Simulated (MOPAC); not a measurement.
A run for MOPAC: PM6 on RuH+, 2S+1 = 5, a spin state set in the input, which need not be the lowest, a point of a bond scan (R = 1.524 Å). Charge +1.

```
PM6 1SCF PRECISE CHARGE=1 UHF MS=2 THREADS=1
HRu

Ru     0.00000000 1     0.00000000 1     0.00000000 1
H      0.00000000 1     0.00000000 1     1.52360700 1
```

Output:

```
*******************************************************************************
 **                                                                           **
 **                              MOPAC v23.2.5                                **
 **                                                                           **
 *******************************************************************************
 ** MOPAC's Digital Object Identifier: https://doi.org/10.5281/zenodo.6511958 **
 **                                                                           **
 ** Please cite the open-source release paper for use of this MOPAC version:  **
 ** J. E. Moussa and J. J. P. Stewart (2026)                                  **
 ** MOPAC: An open-source semiempirical molecular orbital program             **
 ** J. Open Source Softw., 11(119), 8025, https://doi.org/10.21105/joss.08025 **
 *******************************************************************************

                              PM6 CALCULATION RESULTS

 *******************************************************************************
 *  PM6        - The PM6 Hamiltonian to be used
 *  UHF        - UNRESTRICTED HARTREE-FOCK CALCULATION
 *
 *
 *
 *                 CHARGE ON SYSTEM = +1
 *
 *
 *
 *  MS=        - IN MECI, MAGNETIC COMPONENT OF SPIN =  2.0
 *  PRECISE    - TIGHTER CRITERIA TO BE USED
 *  1SCF       - DO 1 SCF AND THEN STOP
 *  THREADS=1  - MULTI-THREADING NOT USED
 *  T=         - A TIME OF 172800.0 SECONDS REQUESTED
 *  DUMP=N     - RESTART FILE WRITTEN EVERY 7200.0 SECONDS REQUESTED
 *******************************************************************************
PM6 1SCF PRECISE CHARGE=1 UHF MS=2 THREADS=1
 HRu

   ATOM   CHEMICAL          X               Y               Z
  NUMBER   SYMBOL      (ANGSTROMS)     (ANGSTROMS)     (ANGSTROMS)

     1      Ru          0.00000000  *   0.00000000  *   0.00000000  *
     2       H          0.00000000  *   0.00000000  *   1.52360700  *



          CARTESIAN COORDINATES

    NO.       ATOM           X           Y           Z

     1        Ru          0.0000      0.0000      0.0000
     2         H          0.0000      0.0000      1.5236

 General Reference for PM6:
 "Optimization of Parameters for Semiempirical Methods V: Modification of NDDO Approximations
 and Application to 70 Elements", J. J. P. Stewart, J. Mol. Mod., 13, 1173-1213 (2007)
 URL: https://link.springer.com/article/10.1007/s00894-007-0233-4

           Empirical Formula: H Ru  =     2 atoms



      MOLECULAR POINT GROUP   :   C*v


          UHF CALCULATION, NO. OF ALPHA ELECTRONS =    6
                           NO. OF BETA  ELECTRONS =    2

 -------------------------------------------------------------------------------
 PM6 1SCF PRECISE CHARGE=1 UHF MS=2 THREADS=1
 HRu



     1SCF WAS SPECIFIED, SO BFGS WAS NOT USED
     SCF FIELD WAS ACHIEVED


                              PM6 CALCULATION
                                                       MOPAC v23.2.5 Linux




          FINAL HEAT OF FORMATION =        408.20215 KCAL/MOL =    1707.91778 KJ/MOL


          COSMO AREA              =         84.27 SQUARE ANGSTROMS
          COSMO VOLUME            =         72.17 CUBIC ANGSTROMS

          IONIZATION POTENTIAL    =         10.830846 EV
          ALPHA SOMO LUMO (EV)    =        -12.524 -4.850
          BETA  SOMO LUMO (EV)    =        -10.831 -7.148
          NO. OF ALPHA ELECTRONS  =          6
          NO. OF BETA  ELECTRONS  =          2
          MOLECULAR WEIGHT        =        102.0779         POINT GROUP:  C*v

          MOLECULAR DIMENSIONS (Angstroms)

            Atom       Atom       Distance
            H     2   Ru     1     1.52361
            H     2   Ru     1     0.00000
           Ru     1    H     2     0.00000


          SCF CALCULATIONS        =          1





   ATOM   CHEMICAL          X               Y               Z
  NUMBER   SYMBOL      (ANGSTROMS)     (ANGSTROMS)     (ANGSTROMS)

     1      Ru          0.00000000  *   0.00000000  *   0.00000000  *
     2       H          0.00000000  *   0.00000000  *   1.52360700  *

                             CARTESIAN COORDINATES

   1   Ru        0.000000000     0.000000000     0.000000000
   2    H        0.000000000     0.000000000     1.523607000


           Empirical Formula: H Ru  =     2 atoms



      MOLECULAR POINT GROUP   :   C*v


          ALPHA EIGENVALUES
 -19.59479 -13.15743 -12.62086 -12.62086 -12.52364 -12.52364  -4.85040  -4.52787
  -4.52787  -2.64577


           BETA EIGENVALUES
 -18.75943 -10.83085  -7.14848  -7.14848  -7.11568  -7.11568  -4.78346  -4.50158
  -4.50158  -2.30807


              NET ATOMIC CHARGES AND DIPOLE CONTRIBUTIONS

  ATOM NO.   TYPE          CHARGE      No. of ELECS.   s-Pop       p-Pop       d-Pop
    1         Ru           1.035617        6.9644     1.28187     0.02086     5.66165
    2          H          -0.035617        1.0356     1.03562
 DIPOLE           X         Y         Z       TOTAL
 POINT-CHG.     0.000     0.000    -0.333     0.333
 HYBRID        -0.000     0.000    -0.080     0.080
 SUM           -0.000     0.000    -0.413     0.413


          ATOMIC ORBITAL ELECTRON POPULATIONS

     Atom    s        px        py        pz      x^2-y^2     xz        z^2       yz        xy
    1 Ru   1.28187   0.00001   0.00001   0.02085   1.00000   0.99999   1.66166   0.99999   1.00000
    2  H   1.03562


                    (SZ)    =    2.000000
                    (S**2)  =    6.116709


          ATOMIC ORBITAL SPIN POPULATIONS

    Atom   Total    s     px     py     pz   x^2-y^2  xz     z^2    yz     xy
         Atomic
    1 Ru  4.2076  0.309  0.000  0.000 -0.007  1.000  1.000 -0.095  1.000  1.000
    2  H -0.2076 -0.208

 **********************
 *                    *
 * JOB ENDED NORMALLY *
 *                    *
 **********************




 == MOPAC DONE ==
```

The run finished. Its determinant has ⟨S²⟩ = 6.12, a mixture of spin states.

Cost: around 0.020 core-seconds (rough).
